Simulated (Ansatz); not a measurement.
`CC[Si]F` + H₂S → `CC[Si]S` + H–F at 700 K and 1 bar (ligand exchange at the Si–F bond).

Program: Ansatz. Geometries: PBE0-D4/def2-TZVP. ΔE: electronic, gas phase. CBS: MP2 limit from def2 TZ/QZ plus the TZ coupled-cluster correction, frozen cores. This one scheme is used for every species. Each species was taken in one conformer, which may not be the lowest.

| species | CCSD(T)/CBS energy (Eh) | H − E (kJ/mol) | S (J/(mol·K)) |
| --- | --- | --- | --- |
| `CC[Si]F` | -468.00242 | 237.7 | 415.6 |
| H₂S | -398.97279 | 64.8 | 236.9 |
| `CC[Si]S` | -766.55965 | 266.1 | 440.3 |
| H–F | -100.39570 | 45.2 | 198.5 |

H − E and S are ideal-gas, rigid-rotor, harmonic terms from PBE0-D4/def2-TZVP, for one conformer and one mirror image of each species. 1 Eh = 2625.50 kJ/mol, R = 8.31446 J/(mol·K).

By hand: ΔE, ΔH, ΔS and ΔG.

ΔE = (-766.55965) + (-100.39570) − (-468.00242) − (-398.97279) = 0.01986 Eh = 52.1 kJ/mol. Δ(H − E) = 266.1 + 45.2 − 237.7 − 64.8 = 8.8, so ΔH = 60.9 kJ/mol. ΔS = 440.3 + 198.5 − 415.6 − 236.9 = -13.7 J/(mol·K). ΔG = 60.9 − 700 × (-13.7)/1000 = 70.5 kJ/mol.

By hand: the equilibrium constant, and the temperature at which ΔG would vanish if ΔH and ΔS stayed fixed.

log₁₀ K = −ΔG/(RT ln 10) = -5.3. ΔH and −TΔS have one sign here, so there is no such temperature.

The number of gas molecules stays the same, so ΔS is small and ΔH decides. A doubt of 5 kJ/mol in ΔE shifts log₁₀ K by 0.4 here. Other conformers and mirror images would add mixing entropy, several J/(mol·K) or more a flexible species. Modes under 60 cm⁻¹, often nearly free rotors, make the harmonic entropy too high. These are equilibria of isolated gas molecules and say nothing of rates. Largest T1 diagnostic: 0.013 (customary marks: 0.02 for closed shells, 0.045 for open ones).
